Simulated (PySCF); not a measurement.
## Two-component Hartree-Fock for Fe²⁺ (iron, charge +2)

Start: [Ar] 3d5 4p1; 3d5/2 filled at m_j = -3/2, -1/2, +1/2, +3/2, +5/2; 4p3/2 filled at m_j = +3/2. Calculated with PySCF 2.14 in x2c-SVPall-2c with one added diffuse shell each of s, d type (6s5p4d1f, 48 functions): generalised Hartree-Fock with the X2C-1e Hamiltonian and a Gaussian nucleus; one run each with spin-orbit coupling (SO) switched off, then screened by Boettger's factors. This is a chosen level, not necessarily the ground level.

```json
{"spinor shell": "1s1/2", "electrons": "2", "ε, spin-free (eV)": "-7202.3", "ε, screened SO (eV)": "-7202.3", "weight of nominal j (screened SO)": "1.000", "rms radius, screened SO (bohr)": "0.0676"}
{"spinor shell": "2s1/2", "electrons": "2", "ε, spin-free (eV)": "-911.87", "ε, screened SO (eV)": "-911.86", "weight of nominal j (screened SO)": "1.000", "rms radius, screened SO (bohr)": "0.288"}
{"spinor shell": "2p1/2", "electrons": "2", "ε, spin-free (eV)": "-778.01", "ε, screened SO (eV)": "-786.93", "weight of nominal j (screened SO)": "0.976", "rms radius, screened SO (bohr)": "0.259"}
{"spinor shell": "3s1/2", "electrons": "2", "ε, spin-free (eV)": "-143.22", "ε, screened SO (eV)": "-143.22", "weight of nominal j (screened SO)": "1.000", "rms radius, screened SO (bohr)": "0.868"}
{"spinor shell": "3p1/2", "electrons": "2", "ε, spin-free (eV)": "-102.38", "ε, screened SO (eV)": "-102.85", "weight of nominal j (screened SO)": "0.664", "rms radius, screened SO (bohr)": "0.926"}
{"spinor shell": "3p3/2", "electrons": "4", "ε, spin-free (eV)": "-102.38", "ε, screened SO (eV)": "-102.15", "weight of nominal j (screened SO)": "0.832", "rms radius, screened SO (bohr)": "0.929"}
{"spinor shell": "3d5/2", "electrons": "5", "ε, spin-free (eV)": "-46.931", "ε, screened SO (eV)": "-46.929", "weight of nominal j (screened SO)": "0.591", "rms radius, screened SO (bohr)": "1.08"}
{"spinor shell": "4p3/2", "electrons": "1", "ε, spin-free (eV)": "-19.569", "ε, screened SO (eV)": "-19.538", "weight of nominal j (screened SO)": "1.000", "rms radius, screened SO (bohr)": "3.12"}
```

Task: Where does 2p3/2 lie, and what is the 2p spin-orbit splitting (screened SO)?

Result: At -773.62 eV, 13.317 eV above 2p1/2.

```csv
quantity,spin-free,screened SO
E (hartree),-1270.02276,-1270.03554
M_J,4,4
⟨J²⟩,20.001,20.001
⟨L²⟩,2.000,2.003
⟨S²⟩,12.000,11.997
```

Each row is a mean over spinors that exchange with the open shell spreads, by up to 15.929 eV (3p3/2).

Rows whose weight is well below 1 are mixtures of j = l ± 1/2: exchange outweighs spin-orbit coupling there, and the label is only the starting occupation.

Without spin-orbit coupling the j labels of p, d and f shells carry no meaning; the spin-free column gives the mean over the occupied spinors of each nl shell.
